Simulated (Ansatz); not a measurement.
Energy needed to pull apart AlSnH4F (SMILES [F][AlH][SnH3]), singlet, into free ground-state atoms, from the structure below (displaced at random from a GFN2-xTB minimum); no zero-point or spin–orbit terms; open-shell atoms are treated unrestricted, in their ground-state multiplicity.

```xyz
7
angstrom
F -0.7466 -2.2273 1.6062
Al -0.5841 -1.4941 0.0963
Sn 0.3621 0.9644 -0.1115
H -1.0115 -2.3614 -1.1564
H -0.2488 1.9635 -1.3878
H 0.1434 1.9630 1.2578
H 2.0611 1.1746 -0.3639
```

Program: Ansatz 0.2.0. Basis: def2-TZVPP. Cores are frozen in the correlated methods. Filled d shells of the heavier atoms are correlated. Core potentials replace the inner electrons of the atoms past krypton. The def2 sets are not built for correlating such inner shells, so the correlated values are less sure here. B3LYP uses VWN-RPA correlation.

```csv
method,atomization energy (kJ/mol)
PBE-D4,1820
r2SCAN-D4,1843
PBE0-D4,1800
B3LYP-D4,1829
BHLYP-D4,?
wB97M-V,1839
HF,1357
MP2,?
CCSD,1796
CCSD(T),1817
```

Problem. What does BHLYP-D4 give? (To be estimated.)

Solution. The calculation gives: 1795 kJ/mol, which is about 23 kJ/mol less than CCSD(T)/def2-TZVPP.

Problem. What does MP2 give? (Judge from chemistry; the value comes from the calculation.)

Solution. The calculation gives: 1803 kJ/mol, which is about 14 kJ/mol less than CCSD(T)/def2-TZVPP.

In triple zeta the MP2 and coupled-cluster atomization energies are still short of their basis limit by a few kcal/mol a bond, whereas those of the functionals are nearly converged, so these differences are not deviations from converged CCSD(T).

T1 diagnostic: at most 0.015.

For scale, one of the runs: CCSD(T)/def2-TZVPP forces, 179 basis functions (an equivalent command: `ansatz run in.yaml --threads 4`). Hardware: 4 CPU threads, shared host. Wall time 3 min; peak host memory 3.4 GiB.
